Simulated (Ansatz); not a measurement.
Consider the redistribution: `F[SiH](Cl)[NH][GeH3]` + `Cl[SiH2][S][GeH2][Cl]` → `Cl[SiH2][S][GeH3]` + `F[SiH](Cl)[NH][GeH2][Cl]`.

Computed with Ansatz on PBE0-D4/def2-TZVP structures; ΔE is electronic, products minus reactants. CCSD(T)/CBS adds triple-zeta CCSD(T) − MP2 to the extrapolated MP2 energy (def2 sets, frozen cores). DFT in def2-TZVPP. B3LYP here is the variant with VWN-RPA as its local correlation; programs differ in this. For Ge outer-core shells are correlated without core-valence functions, which leaves a few kJ/mol of doubt a bond. Scalar relativity is left out up to krypton. One conformer a species, not always the lowest.

```csv
level,ΔE (kJ/mol)
ωB97M-V,-2.9
B2PLYP,-2.3
B3LYP,-1.8
HF/def2-TZVPP,-4.4
SCS-MP2/def2-TZVPP,-3.1
CCSD/def2-TZVPP,-4.1
MP2/def2-QZVPP,-3.2
MP2/CBS(def2),-3.1
```

What does CCSD(T)/CBS give? (Estimate.)

Ansatz gave: -3.6 kJ/mol. The listed levels differ from it by 0.7, 1.3, 1.8, -0.8, 0.5, -0.5, 0.4, 0.5 kJ/mol.

Largest T1 diagnostic among the species: 0.011.
